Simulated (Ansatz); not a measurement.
The cluster Si₃W₃⁻. Charge -1, multiplicity 2. Geometry PBE-D4/def2-SVPD.

```xyz
6

W     1.482   -1.296   -0.715
W    -0.977    1.763    1.425
W    -1.528    0.397   -0.248
Si   -0.490   -1.799    0.460
Si    1.031    0.390    0.856
Si    0.482    0.546   -1.778
```

In the def2 sets W takes a core potential; there is no spin–orbit coupling. At PBE-D4/def2-TZVPD, r2SCAN-D4/def2-TZVPD, r2SCANh-D4/def2-TZVPD, PBE0-D4/def2-TZVPD and others the charge -1 doublet is spin-contaminated (final ⟨S²⟩ up to 3.04, 0.75 for a pure state). Another isomer (doublet) lies 2.09 eV lower at PBE0-D4/def2-TZVPD; other spin states weren't run for this one.

Question: Estimate the α-spin orbital energies around the gap (eV) in Ansatz with PBE-D4/def2-TZVPD, r2SCAN-D4/def2-TZVPD, r2SCANh-D4/def2-TZVPD, PBE0-D4/def2-TZVPD, ωB97X-V/def2-TZVPD.

Answer: 
```tsv
orbital	PBE-D4/def2-TZVPD	r2SCAN-D4/def2-TZVPD	r2SCANh-D4/def2-TZVPD	PBE0-D4/def2-TZVPD	ωB97X-V/def2-TZVPD
HOMO−9	-2.72	-2.90	-3.26	-3.63	-5.76
HOMO−8	-2.31	-2.53	-2.91	-3.29	-5.44
HOMO−7	-2.17	-2.39	-2.77	-3.17	-5.25
HOMO−6	-1.78	-2.00	-2.37	-2.77	-4.90
HOMO−5	-1.69	-1.82	-2.12	-2.44	-4.34
HOMO−4	-1.23	-1.38	-1.71	-1.99	-3.93
HOMO−3	-1.02	-1.17	-1.46	-1.76	-3.60
HOMO−2	-0.55	-0.79	-1.08	-1.25	-3.10
HOMO−1	-0.38	-0.51	-0.75	-0.95	-2.64
HOMO	-0.12	-0.32	-0.53	-0.73	-2.37
LUMO	0.17	0.37	0.62	0.89	2.21
LUMO+1	0.42	0.44	0.64	0.95	2.69
LUMO+2	0.61	0.61	0.83	1.16	2.87
LUMO+3	0.79	0.92	1.17	1.52	3.16
LUMO+4	1.04	1.33	1.66	1.90	3.23
LUMO+5	1.29	1.49	1.73	1.97	3.55
β HOMO	-0.55	-0.78	-1.03	-1.31	-3.00
β LUMO	0.22	0.43	0.67	0.90	2.40
```
